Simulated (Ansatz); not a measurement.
Ansatz (a quantum-chemistry and plane-wave program) input (B3LYP-D3(BJ)/def2-TZVP):

Ansatz 0.2 input:
```yaml
crystal:
  periodic: [false, false, false]
  atoms:
    - {symbol: K, position_ang: [-0.00000000, -0.00000000, -0.65261744]}
    - {symbol: O, position_ang: [0.00000000, 0.00000000, 1.54996642]}
basis:
  gaussian:
    orbitals: def2-TZVP
hamiltonian:
  xc: b3lyp
  dispersion: d3bj
magnetization: {spin_polarized: true, initial_magnetization: 1}
phonons: {temperatures: {t_min: 298.15, t_max: 298.15, t_step: 100}}
```

Output:

```
Functional definition: B3LYP
integrals: 0.01 GiB planned
476 factors; their error is unknown
mean field: 0.19 GiB planned
mean field evaluation 1: about -18366.1722 eV, gradient 3.4e1 eV
mean field evaluation 2: about -18230.7511 eV, gradient 1.1e2 eV
mean field evaluation 4: about -18370.9138 eV, gradient 2.9e0 eV
mean field evaluation 8: about -18371.0184 eV, gradient 9.8e-2 eV
mean field evaluation 16: about -18371.0184 eV, gradient 4.6e-5 eV
mean field evaluation 32: about -18370.9054 eV, gradient 4.9e0 eV
mean field -18371.01844622 eV, -675.1224755749 hartree, gradient 3.4e-8 eV, S^2 0.754613; 1 other end points of the search recorded, 0 dependent functions left out
the calculation of the forces begins
reference -18371.01867359 eV, -675.1224839308 hartree; 14, 13 occupied and 50, 51 virtual orbitals, 476 factors
these checks for a lower state are left out or cut short: stability, starts, cluster_reference, orbital_swaps, neighbouring_geometries, increment
integrals: 0.01 GiB planned
476 factors; their error is unknown
mean field: 0.19 GiB planned
mean field -18371.01844622 eV, -675.1224755749 hartree, gradient 4.2e-7 eV, S^2 0.754613; 0 other end points of the search recorded, 0 dependent functions left out
the calculation of the forces begins
reference -18371.01867359 eV, -675.1224839308 hartree; 14, 13 occupied and 50, 51 virtual orbitals, 476 factors
these checks for a lower state are left out or cut short: stability, starts, cluster_reference, orbital_swaps, neighbouring_geometries, increment
integrals: 0.01 GiB planned
476 factors; their error is unknown
mean field: 0.19 GiB planned
mean field -18371.01844622 eV, -675.1224755749 hartree, gradient 4.2e-7 eV, S^2 0.754613; 0 other end points of the search recorded, 0 dependent functions left out
the calculation of the forces begins
reference -18371.01867359 eV, -675.1224839308 hartree; 14, 13 occupied and 50, 51 virtual orbitals, 476 factors
these checks for a lower state are left out or cut short: stability, starts, cluster_reference, orbital_swaps, neighbouring_geometries, increment
integrals: 0.01 GiB planned
476 factors; their error is unknown
mean field: 0.19 GiB planned
mean field -18371.01844622 eV, -675.1224755749 hartree, gradient 4.2e-7 eV, S^2 0.754613; 0 other end points of the search recorded, 0 dependent functions left out
the calculation of the forces begins
reference -18371.01867359 eV, -675.1224839308 hartree; 14, 13 occupied and 50, 51 virtual orbitals, 476 factors
these checks for a lower state are left out or cut short: stability, starts, cluster_reference, orbital_swaps, neighbouring_geometries, increment
integrals: 0.01 GiB planned
476 factors; their error is unknown
mean field: 0.19 GiB planned
mean field -18371.01844622 eV, -675.1224755749 hartree, gradient 4.2e-7 eV, S^2 0.754613; 0 other end points of the search recorded, 0 dependent functions left out
the calculation of the forces begins
reference -18371.01867359 eV, -675.1224839308 hartree; 14, 13 occupied and 50, 51 virtual orbitals, 476 factors
these checks for a lower state are left out or cut short: stability, starts, cluster_reference, orbital_swaps, neighbouring_geometries, increment
integrals: 0.01 GiB planned
476 factors; their error is unknown
mean field: 0.19 GiB planned
mean field evaluation 64: about -18371.0184 eV, gradient 1.5e-5 eV
mean field -18371.01842029 eV, -675.1224746222 hartree, gradient 2.9e-6 eV, S^2 0.754609; 0 other end points of the search recorded, 0 dependent functions left out
the calculation of the forces begins
reference -18371.01864757 eV, -675.1224829744 hartree; 14, 13 occupied and 50, 51 virtual orbitals, 476 factors
these checks for a lower state are left out or cut short: stability, starts, cluster_reference, orbital_swaps, neighbouring_geometries, increment
integrals: 0.01 GiB planned
476 factors; their error is unknown
mean field: 0.19 GiB planned
mean field -18371.01842585 eV, -675.1224748266 hartree, gradient 1.8e-6 eV, S^2 0.754616; 0 other end points of the search recorded, 0 dependent functions left out
the calculation of the forces begins
reference -18371.01865333 eV, -675.1224831862 hartree; 14, 13 occupied and 50, 51 virtual orbitals, 476 factors
these checks for a lower state are left out or cut short: stability, starts, cluster_reference, orbital_swaps, neighbouring_geometries, increment
integrals: 0.01 GiB planned
476 factors; their error is unknown
mean field: 0.19 GiB planned
mean field -18371.01844622 eV, -675.1224755749 hartree, gradient 4.2e-7 eV, S^2 0.754613; 0 other end points of the search recorded, 0 dependent functions left out
the calculation of the forces begins
reference -18371.01867359 eV, -675.1224839308 hartree; 14, 13 occupied and 50, 51 virtual orbitals, 476 factors
these checks for a lower state are left out or cut short: stability, starts, cluster_reference, orbital_swaps, neighbouring_geometries, increment
integrals: 0.01 GiB planned
476 factors; their error is unknown
mean field: 0.19 GiB planned
mean field -18371.01844622 eV, -675.1224755749 hartree, gradient 4.2e-7 eV, S^2 0.754613; 0 other end points of the search recorded, 0 dependent functions left out
the calculation of the forces begins
reference -18371.01867359 eV, -675.1224839308 hartree; 14, 13 occupied and 50, 51 virtual orbitals, 476 factors
these checks for a lower state are left out or cut short: stability, starts, cluster_reference, orbital_swaps, neighbouring_geometries, increment
integrals: 0.01 GiB planned
476 factors; their error is unknown
mean field: 0.19 GiB planned
mean field evaluation 96: about -18371.0184 eV, gradient 4.2e-7 eV
mean field -18371.01844622 eV, -675.1224755749 hartree, gradient 4.2e-7 eV, S^2 0.754613; 0 other end points of the search recorded, 0 dependent functions left out
the calculation of the forces begins
reference -18371.01867359 eV, -675.1224839308 hartree; 14, 13 occupied and 50, 51 virtual orbitals, 476 factors
these checks for a lower state are left out or cut short: stability, starts, cluster_reference, orbital_swaps, neighbouring_geometries, increment
integrals: 0.01 GiB planned
476 factors; their error is unknown
mean field: 0.19 GiB planned
mean field -18371.01844622 eV, -675.1224755749 hartree, gradient 4.2e-7 eV, S^2 0.754613; 0 other end points of the search recorded, 0 dependent functions left out
the calculation of the forces begins
reference -18371.01867359 eV, -675.1224839308 hartree; 14, 13 occupied and 50, 51 virtual orbitals, 476 factors
these checks for a lower state are left out or cut short: stability, starts, cluster_reference, orbital_swaps, neighbouring_geometries, increment
integrals: 0.01 GiB planned
476 factors; their error is unknown
mean field: 0.19 GiB planned
mean field -18371.01842585 eV, -675.1224748266 hartree, gradient 1.8e-6 eV, S^2 0.754616; 0 other end points of the search recorded, 0 dependent functions left out
the calculation of the forces begins
reference -18371.01865333 eV, -675.1224831862 hartree; 14, 13 occupied and 50, 51 virtual orbitals, 476 factors
these checks for a lower state are left out or cut short: stability, starts, cluster_reference, orbital_swaps, neighbouring_geometries, increment
integrals: 0.01 GiB planned
476 factors; their error is unknown
mean field: 0.19 GiB planned
mean field -18371.01842029 eV, -675.1224746222 hartree, gradient 2.9e-6 eV, S^2 0.754609; 0 other end points of the search recorded, 0 dependent functions left out
the calculation of the forces begins
reference -18371.01864757 eV, -675.1224829744 hartree; 14, 13 occupied and 50, 51 virtual orbitals, 476 factors
Total energy: -18371.04453377 eV, -675.1234342747 hartree
Atom 0 at    -0.000000    -0.000000    -0.652617 Å, force     0.000000    -0.000000     0.000008 eV/Å
Atom 1 at     0.000000     0.000000     1.549966 Å, force    -0.000000     0.000000    -0.000008 eV/Å
Dipole moment:    -0.000000    -0.000000    -1.753978 e Å
Vibrations: 421.25 cm⁻¹, zero-point energy 0.026114 eV
```
